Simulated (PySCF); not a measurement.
Species: C7H10OSi.
Numbering: `[cH:1]1[cH:2][o:3][c:4]([C@@H:5]2[CH2:6][CH2:7][SiH2:8]2)[cH:9]1` (hydrogens: H10 on C1; H11 on C2; H12 on C5; H13, H14 on C6; H15, H16 on C7; H17, H18 on Si8; H19 on C9)

The same species was optimised twice, with GFN2-xTB and with PBE0-D3(BJ)/def2-SVP (PySCF), and the same property calculations (PySCF, gas phase) were run on both structures.

```tsv
coordinate	GFN2-xTB	PBE0-D3(BJ)/def2-SVP	change
C7–Si8 (Å)	1.909	1.894	-0.015
C1–C9 (Å)	1.418	1.431	+0.013
C5–Si8 (Å)	1.931	1.918	-0.013
C5–C6 (Å)	1.549	1.559	+0.010
C6–C7 (Å)	1.541	1.549	+0.008
C2–O3 (Å)	1.347	1.351	+0.004
C1–C2 (Å)	1.358	1.361	+0.003
O3–C4 (Å)	1.353	1.357	+0.004
C4–C9 (Å)	1.365	1.368	+0.003
C4–C5 (Å)	1.473	1.471	-0.002
C4–C5–Si8 (°)	117.3	124.2	+6.9
C6–C5–Si8 (°)	90.0	86.0	-4.0
C6–C7–Si8 (°)	91.0	87.1	-3.9
C4–C5–C6 (°)	115.3	118.2	+2.9
C5–Si8–C7 (°)	76.3	78.1	+1.8
C5–C4–C9 (°)	132.3	133.7	+1.4
O3–C4–C5 (°)	118.1	117.0	-1.1
C5–C6–C7 (°)	100.3	101.2	+0.9
O3–C4–C5–C6 (°)	55	52	-3
```

Rotational constants: A = 3441, B = 853.5, C = 838.7 MHz (GFN2-xTB) against A = 3627, B = 803.7, C = 797.9 MHz (PBE0-D3(BJ)/def2-SVP). Point groups within 0.08 Å: C1 and C1.

On the GFN2-xTB structure: HOMO (eV) -6.03 [PBE0/pcSseg-1]; LUMO (eV) 0.16 [PBE0/pcSseg-1]; dipole (D) 0.54 [PBE0/pcSseg-1]; GIAO shielding of C1 (ppm) 69.6 [PBE0/pcSseg-1]; GIAO shielding of C2 (ppm) 41.6 [PBE0/pcSseg-1]; GIAO shielding of O3 (ppm) 36.0 [PBE0/pcSseg-1]; GIAO shielding of C4 (ppm) 23.2 [PBE0/pcSseg-1]; GIAO shielding of C5 (ppm) 157.1 [PBE0/pcSseg-1]; GIAO shielding of C6 (ppm) 156.7 [PBE0/pcSseg-1]; GIAO shielding of C7 (ppm) 180.8 [PBE0/pcSseg-1]; GIAO shielding of Si8 (ppm) 376.3 [PBE0/pcSseg-1].

Problem. What do these properties become on the PBE0-D3(BJ)/def2-SVP structure?

Solution. 
| property | level | on GFN2-xTB | on PBE0-D3(BJ)/def2-SVP | change |
| --- | --- | --- | --- | --- |
| HOMO (eV) | PBE0/pcSseg-1 | -6.03 | -6.09 | -0.06 |
| LUMO (eV) | PBE0/pcSseg-1 | 0.16 | 0.18 | +0.02 |
| dipole (D) | PBE0/pcSseg-1 | 0.54 | 0.62 | +0.08 |
| energy, GFN2-xTB geometry as zero (kcal/mol) | PBE0/pcSseg-1 | 0.0 | -2.9 | -2.9 |
| GIAO shielding of C1 (ppm) | PBE0/pcSseg-1 | 69.6 | 68.4 | -1.2 |
| GIAO shielding of C2 (ppm) | PBE0/pcSseg-1 | 41.6 | 39.8 | -1.8 |
| GIAO shielding of O3 (ppm) | PBE0/pcSseg-1 | 36.0 | 28.7 | -7.3 |
| GIAO shielding of C4 (ppm) | PBE0/pcSseg-1 | 23.2 | 25.0 | +1.8 |
| GIAO shielding of C5 (ppm) | PBE0/pcSseg-1 | 157.1 | 156.3 | -0.8 |
| GIAO shielding of C6 (ppm) | PBE0/pcSseg-1 | 156.7 | 153.0 | -3.7 |
| GIAO shielding of C7 (ppm) | PBE0/pcSseg-1 | 180.8 | 178.3 | -2.5 |
| GIAO shielding of Si8 (ppm) | PBE0/pcSseg-1 | 376.3 | 372.4 | -3.9 |

The heavy atoms differ by 0.124 Å rms after alignment. Among bonds between heavy atoms C7–Si8 changes most (-0.015 Å). Changes are differences of the printed values. Neither structure is proved a minimum here.

The values belong to the conformer `[cH:1]1[cH:2][o:3][c:4]([C@@H:5]2[CH2:6][CH2:7][SiH2:8]2)[cH:9]1`: O3–C4–C5–C6 52°.
